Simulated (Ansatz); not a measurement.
Cartesian coordinates in Å:
```
O -0.185 1.289 -1.110
Zr -0.284 -0.069 0.197
O 1.346 -1.013 0.310
I -0.811 1.076 2.619
I -2.269 -1.813 -0.490
H -0.011 1.933 -1.791
H 2.214 -1.404 0.265
```

Total charge 0; spin multiplicity 1. Zr, I: def2 effective core potential.

Q: List the r2SCAN/def2-TZVPP orbital energies in eV (Ansatz 0.2.0). (An estimate is asked.)

A: Ansatz gave: Occupied: -516.48, -516.48, -184.17, -184.17, -130.15, -130.15, -130.09, -130.09, -130.07, -130.07, -57.64, -49.95, -49.95, -49.92, -49.92, -49.91, -49.91, -49.85, -49.85, -49.85, -49.85, -34.86, -34.57, -34.30, -26.06, -25.84, -17.53, -17.43, -13.61, -13.42, -9.46, -9.37, -9.14, -8.82, -8.10, -7.70, -7.20, -6.89, -6.79, -6.65. Lowest empty: -2.44, -1.93, -1.67, -1.16, -1.07, -0.46, 0.53, 0.86.
